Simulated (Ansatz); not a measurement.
Abridged output of a molecular run in Ansatz:

```
Functional definition: HF
  name "HF"
  cite "Fock, Z. Phys. 61, 126 (1930) doi:10.1007/BF01340294"
  parent pbe
  exchange = exact_x
  correlation = 0
1785 factors; integrals over basis functions are off by at most 1.3e-3 eV
mean field evaluation 1: about -76095.0236 eV, gradient 5.9e1 eV
mean field evaluation 2: about -76095.3374 eV, gradient 5.9e1 eV
mean field evaluation 4: about -76102.0982 eV, gradient 4.7e0 eV
mean field evaluation 8: about -76102.1896 eV, gradient 3.7e-1 eV
mean field evaluation 16: about -76102.1907 eV, gradient 1.1e-6 eV
mean field -76102.19074700 eV, -2796.7039260347 hartree, gradient 1.1e-6 eV, S^2 0.000000; 0 other end points of the search recorded, 0 dependent functions left out
22 core orbitals not correlated: weight in the atoms' cores, before any rotation towards them, 1.000 or more for the frozen orbitals, at most 0.000 for the correlated occupied ones
reference -76102.19074700 eV, -2796.7039260347 hartree; 22, 22 occupied and 251, 251 virtual orbitals, 1785 factors
second order -31.87035766 eV of doubles, -0.00000000 eV of singles
cycle   1  -31.54723532 eV  change    3.2e-1 eV  update   1.3e-1
cycle   2  -32.38096994 eV  change   -8.3e-1 eV  update   3.8e-2
cycle   3  -32.54249203 eV  change   -1.6e-1 eV  update   2.0e-2
cycle   4  -32.52066897 eV  change    2.2e-2 eV  update   4.8e-3
cycle   5  -32.51859608 eV  change    2.1e-3 eV  update   2.5e-3
cycle   6  -32.51964501 eV  change   -1.0e-3 eV  update   7.8e-4
cycle   7  -32.51928411 eV  change    3.6e-4 eV  update   3.7e-4
cycle   8  -32.51918012 eV  change    1.0e-4 eV  update   1.2e-4
cycle   9  -32.51923770 eV  change   -5.8e-5 eV  update   5.6e-5
cycle  10  -32.51925113 eV  change   -1.3e-5 eV  update   2.3e-5
perturbative correction -1.42245630 eV, -0.0522743050 hartree
Total energy: -76136.13245443 eV, -2797.9512607763 hartree
```

Its atoms:

Cartesian coordinates in Å:
```
N -0.684 -1.741 0.280
Si -0.170 -0.118 0.395
O 0.117 0.154 1.988
N 1.164 0.482 -0.504
Ga 0.262 1.752 -1.480
S -1.655 1.121 -0.566
H -0.187 -2.474 0.761
H -1.119 -2.074 -0.564
H -0.544 -0.200 2.587
H 2.142 0.291 -0.371
H 0.674 2.806 -2.527
```

Question: Which basis set was used?
A. def2-TZVPP
B. cc-pV(D+d)Z
C. def2-SVPD
D. def2-TZVPPD

Answer: A. It gives 295 functions.

Question: Write the keys of the input that set method, charge and spin (a neutral closed shell needs none for the last two).

Answer: 
```yaml
correlation: {method: ccsd_t}
```
